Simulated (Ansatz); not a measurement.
SiICl3⁻. Charge -1, multiplicity 2. Geometry PBE-D4/def2-SVP, that of the neutral singlet; atoms count from 1.

```xyz
5

Si   -0.038   -0.022    0.047
I     1.412    0.827   -1.722
Cl    0.105   -2.073    0.153
Cl   -1.994    0.490   -0.338
Cl    0.516    0.779    1.860
```

In the def2 sets I takes a core potential; there is no spin–orbit coupling. The highest occupied level of the charge -1 doublet lies above zero (up to 0.99 eV). By energy differences its removal costs 0.41 eV (vertical, to the charge 0 singlet, at PBE0-D4/def2-TZVPD); a positive level beside a positive removal energy at the same level points to self-interaction error.

(1) Estimate the Mulliken populations from the PBE0/def2-TZVPD orbitals of Ansatz.

(2) Where does the spin sit?

(3) And the Mayer bond orders between bonded heavy atoms (over 0.3)?

Results:

(1) 
```tsv
atom	charge (e)	spin (α − β)
Si1	0.31	0.74
I2	-0.35	0.23
Cl3	-0.32	0.01
Cl4	-0.32	0.01
Cl5	-0.32	0.01
```
Mulliken values and Mayer orders depend strongly on the basis. With diffuse functions, as here, like atoms can get unlike values, and bond orders can come out too low or too high.

(2) Summed by element: Si 0.74, I 0.23, Cl 0.03, of 1 unpaired in all. Largest on single atoms: Si1 0.74, I2 0.23, Cl4 0.01.

(3) Si1–I2 0.68 (2.44 Å); Si1–Cl3 0.77 (2.06 Å); Si1–Cl4 0.77 (2.06 Å); Si1–Cl5 0.77 (2.06 Å).
